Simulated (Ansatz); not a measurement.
Geometry optimisation, RKS PBE/def2-SVP (Ansatz).

Input file:

```yaml
crystal:
  periodic: [false, false, false]
  atoms:
    - { symbol: Ga, position_ang: [0.0, 0.0, 0.0] }
    - { symbol: Cl, position_ang: [0.0, 0.0, 2.59] }
    - { symbol: O, position_ang: [1.5501, 0.0, -0.895] }
    - { symbol: H, position_ang: [1.85, -0.9519, -1.0499] }
    - { symbol: O, position_ang: [-1.5501, 0.0, -0.895] }
    - { symbol: H, position_ang: [-2.0598, -0.8467, -0.6865] }
    - { symbol: O, position_ang: [0.0937, 1.9812, 0.659] }
    - { symbol: H, position_ang: [0.4923, 2.0094, 1.5866] }
    - { symbol: H, position_ang: [0.0669, 1.4151, 1.8346] }
basis:
  gaussian: { orbitals: def2-SVP }
hamiltonian:
  xc: pbe
relax:
  f_tol: 0.15
  max_steps: 25
  restrain:
    - { distance: [0, 6], at: 2.99, k: 30.0 }
    - { distance: [8, 1], at: 2.57, k: 30.0 }
    - { distance: [0, 1], at: 2.24, k: 30.0 }
    - { distance: [8, 6], at: 1.01, k: 30.0 }
```

Run as:

```bash
$ ansatz run input.yaml --threads 2 --pin off --max-ram 3072MiB --backend cpu --events-out ev --progress --plain --runs-dir out
```

Question: Where does it end, and by what steps?

Answer: The forces met the threshold. The restraints hold the end off the free minimum; the threshold counts their pulls, which the force column leaves out. Restrained pairs: Ga1–O7 (2.09 → 2.97 Å), Cl2–H9 (1.61 → 2.57 Å), Ga1–Cl2 (2.59 → 2.23 Å), O7–H9 (1.31 → 0.99 Å). After 12 steps the energy has fallen by 3.620 eV (the restraints' own energy left out); Cl2 moved furthest, 1.01 Å.

| step | energy less start (eV) | largest force component (eV/Å) | accepted |
| --- | --- | --- | --- |
| 0 | 0.0000 | 5.572 | yes |
| 1 | -0.0106 | 6.639 | yes |
| 2 | -0.7338 | 5.947 | yes |
| 3 | -1.8196 | 4.296 | yes |
| 4 | -2.8885 | 2.304 | yes |
| 5 | -3.1639 | 1.710 | yes |
| 6 | -3.1954 | 2.368 | yes |
| 7 | -3.5030 | 1.151 | yes |
| 8 | -3.5742 | 0.882 | yes |
| 9 | -3.6179 | 0.755 | yes |
| 10 | -3.4484 | 1.878 | no |
| 11 | -3.6096 | 0.677 | no |
| 12 | -3.6202 | 0.768 | yes |

```xyz
9
Properties=species:S:1:pos:R:3
Ga -0.077 -0.390 -0.113
Cl -0.044 -0.860 2.064
O 1.500 -0.292 -0.960
H 2.216 -0.616 -0.378
O -1.610 -0.381 -1.026
H -2.370 -0.401 -0.412
O -0.052 2.318 1.115
H 0.892 2.526 0.960
H -0.012 1.704 1.894
```

Time of the run: 15 s on 2 threads of Intel(R) Xeon(R) Platinum 8559C (Emerald Rapids) (shared host), peak memory 0.17 GiB.
